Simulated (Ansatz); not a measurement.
Computed with Ansatz on PBE0-D4/def2-TZVP structures; ΔE is electronic, products minus reactants. CBS: MP2 limit from def2 TZ/QZ plus the TZ coupled-cluster correction, frozen cores. This one scheme is used for every species. DFT in def2-TZVPP. For Ge outer-core shells are correlated without core-valence functions, which leaves a few kJ/mol of doubt a bond. Scalar relativity is left out up to krypton. Each species was taken in one conformer, which may not be the lowest.

`[SiH3][AlH][GeH3]` + CH₃OH → `C[O][AlH][GeH3]` + SiH₄  (cleavage of the Al–Si bond)

```csv
level,ΔE (kcal/mol)
B2PLYP,-34.4
PBE0,-28.3
HF/def2-TZVPP,-35.2
MP2/CBS(def2),-34.7
```

Q: What does CCSD(T)/CBS give? (An estimate is asked.)

A: Ansatz gave: -32.3 kcal/mol. The listed levels differ from it by -2.1, 4.0, -2.9, -2.4 kcal/mol.

Largest T1 diagnostic among the species: 0.013.
